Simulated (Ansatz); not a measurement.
(CsF)n off: PBE0-D4/def2-TZVP single points in Ansatz on relaxed structures, gas phase. Each cluster is the lowest isomer that a short search found in that spin, judged at the geometry's level, and lower ones may exist. Core potentials for Cs, no spin–orbit coupling. HOMO and LUMO are taken over both spins. Binding counts from free atoms in the multiplicity of their measured ground term, without zero-point energy. The spins of the ions were chosen, not always searched. A dash marks a value that wasn't run or was left out as unsound. The structures are stationary points that may keep the symmetry of their start. Remarks come from the PBE and PBE0 runs and from stability tests at other levels; not every state was tested. HOMO above LUMO (over both spins in singlets and doublets, within one spin in higher multiplets; at PBE or PBE0), or a gap under 0.15 eV within one spin, warns that the state may not be the lowest or that an electron is smeared out.

```json
{"species": "Cs2F", "atoms": "3", "state": "doublet; oxidised ion singlet", "geometry": "PBE0-D4/def2-TZVP", "HOMO (eV)": "-2.13", "LUMO (eV)": "-0.99", "gap (eV)": "1.14", "vertical IE (eV)": "3.16", "binding per atom (eV)": "2.00", "lowest of the spins relaxed": "–", "point group (within 0.1 Å)": "C2v", "remarks": "–"}
{"species": "Cs2F3", "atoms": "5", "state": "doublet; oxidised ion triplet", "geometry": "r2SCAN-D4/def2-SVP", "HOMO (eV)": "-7.09", "LUMO (eV)": "-3.21", "gap (eV)": "3.88", "vertical IE (eV)": "9.70", "binding per atom (eV)": "2.59", "lowest of the spins relaxed": "doublet, of doublet/quartet", "point group (within 0.1 Å)": "C2v", "remarks": "gap within one spin near zero at PBE or PBE0 (+1 triplet)"}
{"species": "Cs3F2", "atoms": "5", "state": "doublet; oxidised ion singlet", "geometry": "PBE-D4/def2-TZVP", "HOMO (eV)": "-2.10", "LUMO (eV)": "-0.89", "gap (eV)": "1.21", "vertical IE (eV)": "3.12", "binding per atom (eV)": "2.49", "lowest of the spins relaxed": "doublet, of doublet/quartet", "point group (within 0.1 Å)": "–", "remarks": "–"}
```

Problem. Estimate the rows for Cs4F3 (doublet, PBE-D4/def2-SVP geometry).

Solution. 
```tsv
species	atoms	state	geometry	HOMO (eV)	LUMO (eV)	gap (eV)	vertical IE (eV)	binding per atom (eV)	lowest of the spins relaxed	point group (within 0.1 Å)
Cs4F3	7	doublet	PBE-D4/def2-SVP	-1.90	-0.72	1.19	–	2.75	–	C3v
```

The gap (eV) runs from 1.14 (Cs2F) to 3.88 (Cs2F3). The vertical IE (eV) runs from 3.12 (Cs3F2) to 9.70 (Cs2F3). The binding per atom (eV) runs from 2.00 (Cs2F) to 2.75 (Cs4F3).
